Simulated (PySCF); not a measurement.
## MgTl⁺ at RHF-MP2

Level: RHF-MP2. Mg cc-pVDZ, Tl cc-pVDZ-PP with ECP60; scalar-relativistic core potentials (PySCF 2.14).

For MgTl⁺, the state is ¹Σ⁺ (singlet), closed shell, the bond length is 3.358 Å and the harmonic wavenumber is 122 cm⁻¹. The force constant is 0.188 mdyn/Å. The rotational constant Be is 0.06964 cm⁻¹, the anharmonicity ωexe is 0.704 cm⁻¹ and the vibration–rotation constant αe is 0.000519 cm⁻¹.

Correlated steps freeze 5 core orbitals. Spin–orbit coupling is left out.
